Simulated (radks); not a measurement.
Spherical quantum dot in the effective-mass picture: electrons in a parabolic well V = omega^2 r^2 / 2 with omega = 0.338, all in effective atomic units (hartree* = m*/eps^2 hartree, bohr* = eps/m* bohr), one dielectric constant everywhere. Method: non-relativistic Kohn-Sham, exchange-only LDA, spin-polarised, spherical densities; computed with a radial shooting solver with Libxc functionals. Levels are named by radial order and angular momentum (1s, 1p, 1d, 2s, ...), and open shells are averaged over m. Each electron was tried in the lowest free levels, single moves between levels near the top were tried too, and the lowest total energy was kept; such a search can miss a lower state. At N = 1 the Hartree and exchange-correlation terms need not cancel, so that row can carry a self-interaction error.

\begin{tabular}{lrrrrrrr}
N & open shells & 2S & E (hartree*) & mu = E(N) - E(N-1) (hartree*) & addition energy mu(N+1) - mu(N) (hartree*) & e(HOMO) (hartree*) & rms radius (bohr*) \\ \hline
1 & 1s(up 1, down 0) & 1 & 0.540327 & 0.54033 & 0.4312 & 0.70308 & 2.141 \\
2 & none & 0 & 1.51187 & 0.97154 & 0.5251 & 1.1070 & 2.365 \\
3 & 1p(up 1, down 0) & 1 & 3.00854 & 1.4967 & 0.2518 & 1.6219 & 2.688 \\
4 & 1p(up 2, down 0) & 2 & 4.75703 & 1.7485 & 0.2509 & 1.8747 & 2.891 \\
5 & 1p(up 3, down 0) & 3 & 6.75644 & 1.9994 & 0.3322 & 2.1231 & 3.049 \\
6 & 1p(up 3, down 1) & 2 & 9.08807 & 2.3316 & 0.2161 & 2.4384 & 3.195 \\
7 & 1p(up 3, down 2) & 1 & 11.6357 & 2.5477 & 0.2187 & 2.6572 & 3.321 \\
8 & none & 0 & 14.4021 & 2.7664 & 0.4028 & 2.8751 & 3.434 \\
9 & 1d(up 1, down 0) & 1 & 17.5713 & 3.1692 & 0.1971 & 3.2679 & 3.569 \\
10 & 1d(up 2, down 0) & 2 & 20.9375 & 3.3663 & 0.1954 & 3.4643 & 3.688 \\
11 & 1d(up 3, down 0) & 3 & 24.4992 & 3.5616 & 0.1930 & 3.6586 & 3.795 \\
12 & 1d(up 4, down 0) & 4 & 28.2538 & 3.7547 & 0.1905 & 3.8503 & 3.893 \\
13 & 1d(up 5, down 0) & 5 & 32.1990 & 3.9451 & 0.2521 & 4.0395 & 3.984 \\
14 & 1d(up 5, down 0) 2s(up 1, down 0) & 6 & 36.3961 & 4.1972 & 0.1814 & 4.2901 & 4.073 \\
15 & 1d(up 5, down 2) & 3 & 40.7747 & 4.3786 & 0.1734 & 4.4642 & 4.155 \\
16 & 1d(up 5, down 3) & 2 & 45.3267 & 4.5520 & 0.1747 & 4.6396 & 4.233 \\
17 & 1d(up 5, down 4) & 1 & 50.0534 & 4.7267 & 0.1732 & 4.8135 & 4.308 \\
18 & none & 0 & 54.9532 & 4.8999 & 0.2080 & 4.9859 & 4.379 \\
19 & 2s(up 1, down 0) & 1 & 60.0611 & 5.1079 & 0.2025 & 5.1936 & 4.450 \\
20 & none & 0 & 65.3715 & 5.3104 & 0.2499 & 5.3939 & 4.518 \\
21 & 1f(up 1, down 0) & 1 & 70.9317 & 5.5602 & 0.1592 & 5.6400 & 4.591 \\
22 & 1f(up 2, down 0) & 2 & 76.6511 & 5.7194 & 0.1580 & 5.7986 & 4.659 \\
23 & 1f(up 3, down 0) & 3 & 82.5286 & 5.8775 & 0.1568 & 5.9561 & 4.725 \\
24 & 1f(up 4, down 0) & 4 & 88.5628 & 6.0343 & 0.1556 & 6.1123 & 4.789 \\
25 & 1f(up 5, down 0) & 5 & 94.7527 & 6.1898 & 0.1543 & 6.2672 & 4.850 \\
26 & 1f(up 6, down 0) & 6 & 101.097 & 6.3441 & 0.1530 & 6.4208 & 4.909 \\
27 & 1f(up 7, down 0) & 7 & 107.594 & 6.4972 & 0.2023 & 6.5732 & 4.967 \\
28 & 1f(up 7, down 1) & 6 & 114.293 & 6.6994 & 0.1470 & 6.7730 & 5.023 \\
29 & 1f(up 7, down 2) & 5 & 121.140 & 6.8464 & 0.1463 & 6.9197 & 5.078 \\
30 & 1f(up 7, down 3) & 4 & 128.132 & 6.9927 & 0.1455 & 7.0656 & 5.132 \\
31 & 1f(up 7, down 4) & 3 & 135.271 & 7.1381 & 0.1446 & 7.2106 & 5.184 \\
32 & 1f(up 7, down 5) & 2 & 142.553 & 7.2827 & 0.1437 & 7.3547 & 5.235 \\
33 & 1f(up 7, down 6) & 1 & 149.980 & 7.4264 & 0.1428 & 7.4980 & 5.284 \\
34 & none & 0 & 157.549 & 7.5692 & 0.1930 & 7.6403 & 5.333 \\
35 & 2p(up 1, down 0) & 1 & 165.311 & 7.7622 & 0.1416 & 7.8330 & 5.381 \\
36 & 2p(up 2, down 0) & 2 & 173.215 & 7.9038 & 0.1414 & 7.9745 & 5.429 \\
37 & 2p(up 3, down 0) & 3 & 181.260 & 8.0452 & 0.1718 & 8.1157 & 5.475 \\
38 & 2p(up 3, down 1) & 2 & 189.477 & 8.2169 & 0.1373 & 8.2856 & 5.521 \\
39 & 2p(up 3, down 2) & 1 & 197.831 & 8.3543 & 0.1372 & 8.4229 & 5.566 \\
40 & none & 0 & 206.323 & 8.4915 & 0.1726 & 8.5600 & 5.611 \\
41 & 1g(up 1, down 0) & 1 & 214.987 & 8.6640 & - & 8.7303 & 5.656 \\
\end{tabular}

All shells are closed at N = 2, 8, 18, 20, 34, 40 (there: 1s2 1p6 1d10 2s2 1f14 2p6); the second difference of the energy has clear peaks (12 % above both neighbours; the first and last values, which can be the largest, are not judged, and half-filled shells can peak too) at N = 2, 5, 8, 13, 20, 27, 34, 37.
